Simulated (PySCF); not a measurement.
C₂H₃ClF₂Si, SMILES C=C[Si](F)(F)Cl.

The structure is a stationary point at B3LYP-D3(BJ)/def2-SVP. One conformer was computed; it need not be the lowest.

All values below come from B3LYP-D3(BJ)/def2-SVP (PySCF).

Frequencies are harmonic and unscaled.

```
mode  ν (cm⁻¹)  IR (km/mol)  Raman (Å⁴/amu)  depolarisation    moving atoms (share of kinetic energy)
----  --------  -----------  --------------  --------------  ----------------------------------------
1           78          0.0             7.8            0.75           C 46 %, H 27 %, Cl 13 %, F 10 %
2          151          0.3             2.0            0.74   F 31 %, C 27 %, H 19 %, Cl 14 %, Si 8 %
3          177          0.5             3.5            0.74                    F 47 %, H 22 %, C 22 %
4          223          4.8             1.8            0.67           F 54 %, Cl 21 %, C 12 %, Si 9 %
5          287         17.8             1.8            0.75   F 49 %, Cl 18 %, H 13 %, Si 10 %, C 9 %
6          316         26.3             2.0            0.45                   F 60 %, C 17 %, Si 13 %
7          389         14.6             3.2            0.25  C 31 %, F 23 %, Cl 18 %, Si 16 %, H 12 %
8          526         18.1             3.6            0.27          H 39 %, C 28 %, Cl 17 %, Si 10 %
9          587        110.7             6.5            0.20  C 27 %, H 23 %, Si 21 %, F 17 %, Cl 11 %
10         730        179.2             2.7            0.23            Si 43 %, C 31 %, H 13 %, F 9 %
11         900        166.3             0.9            0.11                           F 49 %, Si 43 %
12         959        128.5             1.7            0.66                           F 48 %, Si 44 %
13        1015         24.6             0.8            0.70                            H 73 %, C 26 %
14        1017         27.8             2.3            0.63                            H 75 %, C 16 %
15        1032         14.1             0.1            0.74                                    H 93 %
16        1278          2.1             9.7            0.33                            H 71 %, C 28 %
17        1422         23.4            20.5            0.44                            H 83 %, C 17 %
18        1669         19.3            16.2            0.12                            C 85 %, H 15 %
19        3128          6.5            96.5            0.15                                    H 95 %
20        3153          0.3           119.4            0.28                             H 92 %, C 8 %
21        3223          2.2            76.9            0.69                            H 89 %, C 11 %
```
